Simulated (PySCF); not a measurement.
Compound: C₅H₈Si.
Geometry (PBE0-D3(BJ)/def2-SVP, Å), atoms numbered from 1 in this order:
```
atom  x, y, z in Å
C1     2.9258   -0.5224    0.0806
C2     1.7631   -0.2013   -0.0393
C3     0.3609    0.1727   -0.1503
C4    -0.2057    1.0696    0.9954
Si5   -1.8734    0.2135    0.7064
C6    -0.6684   -1.0005   -0.1142
H7     3.9560   -0.8083    0.1802
H8     0.2273    0.7134   -1.1043
H9    -0.0550    2.1506    0.8743
H10    0.2223    0.7604    1.9625
H11   -2.7666    0.9303   -0.2550
H12   -2.6809   -0.2373    1.8805
H13   -0.3438   -1.7637    0.6113
H14   -0.8687   -1.4923   -1.0753
```

Computed with PBE0-D3(BJ)/def2-SVP geometry optimisation, gas phase in PySCF.

Masses are those of the commonest isotopes; rigid-rotor values at the optimised geometry. The values belong to one conformer with, in the numbering `[CH:1]#[C:2][CH:3]1[CH2:4][SiH2:5][CH2:6]1`, C2–C3–C4–Si5 -149°, C3–C4–Si5–C6 19°, C4–Si5–C6–C3 -19°, C2–C3–C6–Si5 149°.

Problem. What are A, B and C (MHz)?

Solution. Ia = 60.23, Ib = 300.10, Ic = 335.08 u·Å²; 505379 MHz·u·Å²/I gives A = 8390, B = 1684, C = 1508 MHz.

Problem. Classify the top.

Solution. A near-prolate asymmetric top. Ray's parameter κ = (2B − A − C)/(A − C) = -0.949; −1 is the prolate and +1 the oblate limit.

Problem. What does the inertial defect say?

Solution. Not planar: Δ = Ic − Ia − Ib = -25.25 u·Å². For a rigid frame Δ = −2 Σ m c², so Σ m c² = 12.62 u·Å² lies off the ab plane: 8.77 from hydrogen and 3.85 from heavier atoms. The atom farthest from that plane is 1.58 Å away.

Problem. Give the other two planar moments, Paa and Pbb, and the rms extents of the mass along the axes.

Solution. Paa = Σ m a² = (Ib + Ic − Ia)/2 = 287.47 and Pbb = Σ m b² = (Ia + Ic − Ib)/2 = 47.61 u·Å². With the mass M = 96.04 u, the rms extents √(P/M) along a, b and c are 1.73, 0.70, 0.36 Å.

Problem. Where do the levels up to J = 2 lie, in MHz?

Solution. Above 0(0,0):
J = 1: 1(0,1) 3192, 1(1,1) 9898, 1(1,0) 10074
J = 2: 2(0,2) 9573, 2(1,2) 16107, 2(1,1) 16635, 2(2,1) 36753, 2(2,0) 36757

Problem. Which types of transition are allowed, and where do some lines up to J = 4 fall?

Solution. The dipole components are |μa| = 0.38 D, |μb| = 0.00 D, |μc| = 0.04 D; the mirror of this Cs structure is the ac plane, so μb vanishes by symmetry and there are no b-type lines. Intensities carry the squares of the components, which stand as 1.00 : 0.01 (a : c). Some lines, for components of 0.1 D or more:

```csv
type,branch,"J(Ka,Kc)",MHz,lower level (cm⁻¹)
a,Q,"2(1,1) ← 2(1,2)",527,0.537
a,Q,"3(1,2) ← 3(1,3)",1055,0.848
a,Q,"4(1,3) ← 4(1,4)",1758,1.262
a,R,"1(0,1) ← 0(0,0)",3192,0.000
a,R,"2(1,2) ← 1(1,1)",6209,0.330
a,R,"2(0,2) ← 1(0,1)",6381,0.106
a,R,"2(1,1) ← 1(1,0)",6560,0.336
a,R,"3(1,3) ← 2(1,2)",9311,0.537
a,R,"3(0,3) ← 2(0,2)",9563,0.319
a,R,"3(2,2) ← 2(2,1)",9577,1.226
a,R,"3(2,1) ← 2(2,0)",9590,1.226
a,R,"3(1,2) ← 2(1,1)",9838,0.555
a,R,"4(1,4) ← 3(1,3)",12411,0.848
a,R,"4(0,4) ← 3(0,3)",12735,0.638
a,R,"4(2,3) ← 3(2,2)",12766,1.545
a,R,"4(3,2) ← 3(3,1)",12776,2.679
a,R,"4(3,1) ← 3(3,0)",12776,2.679
a,R,"4(2,2) ← 3(2,1)",12800,1.546
a,R,"4(1,3) ← 3(1,2)",13114,0.883
```

Problem. Estimate the classical rotational partition function at 100 K, 298.15 K and 500 K.

Solution. Point group Cs, symmetry number σ = 1; q = (√π/σ)·√((kT/h)³/(ABC)), k/h = 20836.6 MHz/K: 36500 at 100 K, 188000 at 298.15 K, 408000 at 500 K.

No PBE0-D3(BJ)/def2-SVP frequencies stand behind this structure, so it isn't proved a minimum. These are rigid-rotor constants of the computed structure; measured ground-state constants (B0) also hold zero-point vibration.
